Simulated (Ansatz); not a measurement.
Consider the hydrogen abstraction from the Si–H bond: `O[SiH](O)O` + H• → `O[Si](O)O`• + H₂.

Gas-phase electronic energies from Ansatz, PBE0-D4/def2-TZVP geometries. CCSD(T)/CBS is the MP2 limit (def2-TZVPP, def2-QZVPP) plus CCSD(T) − MP2 in def2-TZVPP, frozen cores. This one scheme is used for every species, atoms too. Functionals use def2-TZVPP. Open shells (•) are unrestricted, without spin–orbit coupling. Each species was taken in one conformer, which may not be the lowest.

| species | CAM-B3LYP-D4 energy (Eh) |
| --- | --- |
| `O[SiH](O)O` | -517.79371 |
| H• | -0.49881 |
| `O[Si](O)O`• | -517.13264 |
| H₂ | -1.17164 |

Q: Work out ΔE.

A: ΔE = (-517.13264) + (-1.17164) − (-517.79371) − (-0.49881) = -0.01176 Eh = -7.4 kcal/mol. CCSD(T)/CBS gives -6.4 kcal/mol.

Q: What do rigid-rotor, harmonic-oscillator terms from PBE0-D4/def2-TZVP frequencies (298.15 K, 1 bar) make of the CCSD(T)/CBS value? (Best estimate.)

A: The calculation gave: ΔZPE = +0.1 kcal/mol, ΔH = -5.6 kcal/mol, ΔS = 28 J/(mol·K), ΔG = -7.6 kcal/mol. Open shells count their whole term as degenerate.

Largest T1 diagnostic among the species: 0.014.

Leaving LDA and LC-ωPBE aside and taking each functional with its dispersion term where it has one, the values, not all of them listed here, spread over 7.2 kcal/mol, from BLYP-D4 to PBE-QIDH. LDA lies +1.5 kcal/mol from PBE without D4. From BLYP to BHLYP (50 % exact exchange), in def2-TZVPP and without D4, ΔE moves by +6.0 kcal/mol. In def2-TZVPP, CCSD(T) changes the Hartree–Fock value by −5.9 kcal/mol (the triples alone add −0.2 kcal/mol) and MP2 by −3.8 kcal/mol.
